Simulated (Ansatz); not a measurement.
Basis sets compared for Tl₄H₅ (the lowest doublet isomer of a short search). The state is a doublet with charge 0. Geometry PBE-D4/def2-SVP. Ansatz on 4 threads of Arm Neoverse V1 on a shared host; times are rough, and most runs start from earlier orbitals.

```xyz
9

Tl    0.838    0.795    2.121
Tl    0.419    1.896   -1.430
Tl    1.707   -2.072   -0.854
Tl   -1.714   -0.856   -0.064
H    -1.445    0.540   -1.349
H     1.413    0.034   -0.154
H    -0.456   -2.260   -0.636
H     0.331    2.308    0.677
H    -1.092   -0.387    1.688
```

In the def2 sets Tl takes a core potential; there is no spin–orbit coupling. The structure comes from a short search, and lower isomers may exist.

Binding counts from free atoms (Tl doublet, H doublet) in the same basis, without a counterpoise term.

| level | functions | energy (Eh) | HOMO (eV) | LUMO (eV) | binding per atom (eV) | wall time |
| --- | --- | --- | --- | --- | --- | --- |
| PBE-D4/def2-SVP | 129 | -693.1686 | -4.25 | -3.78 | 1.68 | 3.5 s |
| PBE0-D4/def2-SVP | 129 | -693.0189 | -4.96 | -3.12 | 1.62 | 5.5 s |

Estimate the rows for PBE-D4/def2-TZVP (with forces), PBE0-D4/def2-TZVP.


```json
{"level": "PBE-D4/def2-TZVP (with forces)", "functions": "230", "energy (Eh)": "-693.1986", "HOMO (eV)": "-4.26", "LUMO (eV)": "-3.79", "binding per atom (eV)": "1.69", "wall time": "7 s"}
{"level": "PBE0-D4/def2-TZVP", "functions": "230", "energy (Eh)": "-693.0424", "HOMO (eV)": "-4.98", "LUMO (eV)": "-3.11", "binding per atom (eV)": "1.64", "wall time": "15 s"}
```
